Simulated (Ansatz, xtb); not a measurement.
Relaxing a trial structure of C3H7AlBF3

The starting geometry of this gas-phase singlet was built from a drawn formula by distance geometry and a force field; its bonds are those of `B[CH2][Al]([CH3])[C](F)(F)F`.

```xyz
15

C     1.8467   -0.3573   -1.1183
C     2.5207    1.5911    1.6586
C    -0.6994    0.8666    0.8680
Al    1.2387    0.7250    0.4880
B     2.6622    0.6577   -2.0905
F    -1.2301   -0.4057    1.0568
F    -0.8693    1.5629    2.0325
F    -1.3702    1.4411   -0.2081
H     3.6465    1.1548   -1.7257
H     2.2445    0.8216   -3.1953
H     0.9796   -0.7536   -1.6462
H     2.5130   -1.1430   -0.8048
H     3.1176    2.3165    1.0688
H     3.2717    0.8082    2.0671
H     2.0701    2.1587    2.4796
```

Task: Where would you expect an optimisation with r2SCAN-D4/def2-SVP to take it?

Result: It keeps its bonds, and is `B[CH2][Al]([CH3])[C](F)(F)F`.

The energy falls by 0.60 eV over 31 steps:

| step | E − E(last) (eV) |
| --- | --- |
| 1 | 0.596 |
| 4 | 0.043 |
| 8 | 0.016 |
| 11 | 0.012 |
| 14 | 0.009 |
| 18 | 0.004 |
| 21 | 0.001 |
| 24 | 0.000 |
| 28 | 0.000 |
| 31 | 0.000 |

Final geometry (Å):

```yaml
atoms:
  - { symbol: C, position_ang: [1.9619, -0.5278, -0.9869] }
  - { symbol: C, position_ang: [2.5809, 1.6381, 1.6938] }
  - { symbol: C, position_ang: [-0.5752, 0.9472, 0.6342] }
  - { symbol: Al, position_ang: [1.4196, 0.6876, 0.4686] }
  - { symbol: B, position_ang: [2.4147, 0.4431, -2.0642] }
  - { symbol: F, position_ang: [-1.3221, -0.0528, 0.1003] }
  - { symbol: F, position_ang: [-1.0110, 1.1024, 1.9118] }
  - { symbol: F, position_ang: [-0.9385, 2.0863, -0.0294] }
  - { symbol: H, position_ang: [3.5521, 0.8630, -2.0799] }
  - { symbol: H, position_ang: [1.6224, 0.8952, -2.8623] }
  - { symbol: H, position_ang: [1.0386, -1.0999, -1.1793] }
  - { symbol: H, position_ang: [2.7555, -1.1264, -0.5038] }
  - { symbol: H, position_ang: [2.6281, 2.7030, 1.3989] }
  - { symbol: H, position_ang: [3.6164, 1.2622, 1.7004] }
  - { symbol: H, position_ang: [2.1989, 1.6234, 2.7283] }
```

From the same start GFN2-xTB ends elsewhere, differing in C3–F6 (1.63 against 1.36 Å here), Al4–F6 (1.87 against 2.86 Å here).

The end wasn't checked by frequencies. Run with Ansatz 0.2.0, 5.2 min on 2 threads of Intel(R) Xeon(R) Processor @ 2.50GHz (Skylake/Cascade Lake) (shared host).
